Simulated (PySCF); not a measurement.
C$_{2}$H$_{7}$Al, singlet, at a GFN2-xTB geometry (such geometries of metal compounds can be far from the true shape); B3LYP/cc-pVDZ (PySCF).

Input for PySCF:
```python
from pyscf import gto, scf, dft

mol = gto.M(
    atom='''
Al    0.352983   -0.096791   -0.294381
C    -0.546751   -1.672244    0.522869
H    -0.141016   -2.606774    0.115300
H    -1.628190   -1.696342    0.343778
H    -0.421767   -1.728064    1.610663
C    -0.045405    1.834618   -0.029023
H     0.680490    2.458845   -0.565210
H    -0.009277    2.145350    1.021836
H    -1.036603    2.127962   -0.394411
H     1.520515   -0.416939   -1.268079
''',
    basis='cc-pvdz',
    charge=0,
    spin=0,
    verbose=4,
)

mf = dft.RKS(mol)
mf.xc = 'b3lyp'
mf.kernel()
```

It wrote (shortened):

```
PySCF version 2.14.0

[INPUT] verbose = 4
[INPUT] num. atoms = 10
[INPUT] num. electrons = 32
[INPUT] charge = 0
[INPUT] spin (= nelec alpha-beta = 2S) = 0
[INPUT] symmetry False subgroup None
[INPUT] Mole.unit = angstrom
[INPUT] Symbol           X                Y                Z      unit          X                Y                Z       unit  Magmom
[INPUT]  1 Al     0.352983000000  -0.096791000000  -0.294381000000 AA    0.667041196627  -0.182908481323  -0.556299466276 Bohr   0.0
[INPUT]  2 C     -0.546751000000  -1.672244000000   0.522869000000 AA   -1.033209648332  -3.160083173447   0.988079209025 Bohr   0.0
[INPUT]  3 H     -0.141016000000  -2.606774000000   0.115300000000 AA   -0.266481619182  -4.926088928637   0.217885422162 Bohr   0.0
[INPUT]  4 H     -1.628190000000  -1.696342000000   0.343778000000 AA   -3.076833178756  -3.205621793597   0.649646267651 Bohr   0.0
[INPUT]  5 H     -0.421767000000  -1.728064000000   1.610663000000 AA   -0.797024118379  -3.265567685720   3.043711948970 Bohr   0.0
[INPUT]  6 C     -0.045405000000   1.834618000000  -0.029023000000 AA   -0.085803014686   3.466925563197  -0.054845521313 Bohr   0.0
[INPUT]  7 H      0.680490000000   2.458845000000  -0.565210000000 AA    1.285939730505   4.646543632756  -1.068092102865 Bohr   0.0
[INPUT]  8 H     -0.009277000000   2.145350000000   1.021836000000 AA   -0.017530989258   4.054123941336   1.930990184221 Bohr   0.0
[INPUT]  9 H     -1.036603000000   2.127962000000  -0.394411000000 AA   -1.958895769903   4.021265383482  -0.745328770516 Bohr   0.0
[INPUT] 10 H      1.520515000000  -0.416939000000  -1.268079000000 AA    2.873356918293  -0.787900520650  -2.396322014312 Bohr   0.0

nuclear repulsion = 94.9492815071274
number of shells = 36
number of NR pGTOs = 142
number of NR cGTOs = 81
basis = cc-pvdz
ecp = {}

******** <class 'pyscf.dft.rks.RKS'> ********
method = RKS
initial guess = minao
damping factor = 0
level_shift factor = 0
DIIS = <class 'pyscf.scf.diis.CDIIS'>
diis_start_cycle = 1
diis_space = 8
diis_damp = 0
SCF conv_tol = 1e-09
SCF conv_tol_grad = None
SCF max_cycles = 50
direct_scf = True
direct_scf_tol = 1e-13
XC library pyscf.dft.libxc version 7.1.2
    S. Lehtola, C. Steigemann, M. J. T. Oliveira, and M. A. L. Marques,  SoftwareX 7, 1–5 (2018)
XC functionals = b3lyp
    P. J. Stephens, F. J. Devlin, C. F. Chabalowski, and M. J. Frisch,  J. Phys. Chem. 98, 11623 (1994)
radial grids:
    Treutler-Ahlrichs [JCP 102, 346 (1995); DOI:10.1063/1.469408] (M4) radial grids

becke partition: Becke, JCP 88, 2547 (1988); DOI:10.1063/1.454033
pruning grids: <function nwchem_prune>
grids dens level: 3
symmetrized grids: False
atomic radii adjust function: <function treutler_atomic_radii_adjust>
small_rho_cutoff = 0
Set gradient conv threshold to 3.16228e-05
Initial guess from minao.
tot grids = 116072
init E= -322.667318785238
  HOMO = -0.327813467710584  LUMO = -0.0733309057043185  gap/eV = 6.92482
cycle= 1 E= -322.79501831158  delta_E= -0.128  |g|= 0.524  |ddm|= 2.46
  HOMO = -0.198430051244593  LUMO = -0.0304867963952438  gap/eV = 4.56997
cycle= 2 E= -322.754048544579  delta_E= 0.041  |g|= 0.639  |ddm|=    1
  HOMO = -0.27258994174374  LUMO = -0.0415180886608244  gap/eV = 6.28779
cycle= 3 E= -322.870834159214  delta_E= -0.117  |g|= 0.0244  |ddm|= 0.582
  HOMO = -0.275334325765519  LUMO = -0.0404892115154638  gap/eV = 6.39046
cycle= 4 E= -322.87108625386  delta_E= -0.000252  |g|= 0.00521  |ddm|= 0.0431
  HOMO = -0.275967381633948  LUMO = -0.0407374250548145  gap/eV = 6.40093
cycle= 5 E= -322.871096904084  delta_E= -1.07e-05  |g|= 0.00103  |ddm|= 0.00735
  HOMO = -0.27595747900224  LUMO = -0.0406512052451968  gap/eV = 6.40301
cycle= 6 E= -322.871097274553  delta_E= -3.7e-07  |g|= 9.73e-05  |ddm|= 0.00123
  HOMO = -0.275987419819788  LUMO = -0.0406782942593509  gap/eV = 6.40309
cycle= 7 E= -322.871097278007  delta_E= -3.45e-09  |g|= 2.03e-05  |ddm|= 0.000164
  HOMO = -0.275983404358971  LUMO = -0.0406731705305687  gap/eV = 6.40312
cycle= 8 E= -322.871097278166  delta_E= -1.59e-10  |g|= 3.39e-06  |ddm|= 3.29e-05
  HOMO = -0.275983468224969  LUMO = -0.0406734441698475  gap/eV = 6.40311
Extra cycle  E= -322.871097278168  delta_E= -2.5e-12  |g|= 2.21e-06  |ddm|= 6.18e-06
converged SCF energy = -322.871097278168
```
